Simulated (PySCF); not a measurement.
Molecule: `c1c(SC)ccnc1`, C₆H₇NS.

Bonds (- single, = double, # triple, : aromatic): C1-S2 1.798 Å, S2-C3 1.753 Å, C3:C4 1.403 Å, C4:C5 1.389 Å, C5:N6 1.333 Å, N6:C7 1.328 Å, C7:C8 1.395 Å, C8:C3 1.399 Å. C1 carries H9, H10, H11; C4 carries H12; C5 carries H13; C7 carries H14; C8 carries H15.

Geometry PBE0-D3(BJ)/def2-SVP throughout; GIAO in PySCF, gas phase, one conformer, non-relativistic; equivalent atoms averaged; basis pcSseg-1.

Q: How do the shifts δ (against TMS, CS2, NH3 at the same level) depend on the functional? (ppm; last column core-seconds on shared hosts with different chips, so compare them loosely; the GGAs took longer than the global hybrids here, which isn't the general rule, and the cause wasn't traced)

A: 
```
functional                    kind     C3  C5/C7  C4/C8    C1     S2     N6  H13/H14  H12/H15  H9/H10/H11  core-s
       PBE                     GGA  154.2  151.7  120.5  16.8   33.7  339.1     8.41     6.64        2.25      34
      BLYP                     GGA  156.7  152.6  121.2  17.9   48.7  344.9     8.29     6.52        2.26      28
      OPBE                     GGA  145.7  145.4  115.6  16.8   21.5  319.2     8.49     6.73        2.26      27
       KT2                     GGA  145.3  143.0  113.2  16.1   30.2  315.3     8.15     6.46        2.25      27
     B3LYP           global hybrid  159.3  155.4  123.2  17.2   24.5  348.8     8.40     6.67        2.26      18
      PBE0           global hybrid  157.1  155.0  122.7  16.3    5.8  343.4     8.53     6.81        2.26      25
  mPW1PW91           global hybrid  157.3  155.0  122.7  16.5    6.9  343.1     8.51     6.79        2.27      22
      WP04           global hybrid  159.8  154.7  123.1  19.8   41.8  335.4     8.19     6.53        2.25      17
 CAM-B3LYP  range-separated hybrid  162.8  159.1  125.9  16.1    6.9  354.2     8.49     6.79        2.23      26
   LC-wPBE  range-separated hybrid  162.9  161.3  127.4  14.9  -19.8  346.4     8.66     6.98        2.20      41
```

Q: Which nucleus moves most, in ppm?

A: S2 (sulfide sulfur): from -19.8 ppm with LC-wPBE to 48.7 ppm with BLYP. The smallest spread is 0.07 ppm, at H9/H10/H11. Proton shifts span only some 12 ppm, so a few tenths of a ppm matter as much there as several ppm in carbon.
